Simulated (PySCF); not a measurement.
## Removing the step error of a finite difference

System: iodine (I₂), singlet, at a GFN2-xTB geometry (core potentials on I). Level: PySCF with PBE0/def2-SVPD, polarisability. Sums are taken with unrounded values, so a last digit can differ.

Second differences of the energy in a field along z gave a polarisability along z of 96.731 bohr³ at step 0.005 and 97.309 bohr³ at step 0.02 (atomic units).

Task: Extrapolate to zero step.

Result: The leading error of a symmetric difference goes as h², so A(h) = A0 + c h². Then c = (97.309 - (96.731))/(0.02² - 0.005²) = 1540 (atomic units) and A0 = 96.731 - c × 0.005² = 96.693 bohr³. The analytic value from the same program and level is 96.694 bohr³: the smaller step missed it by 0.037, the extrapolation by -0.002.
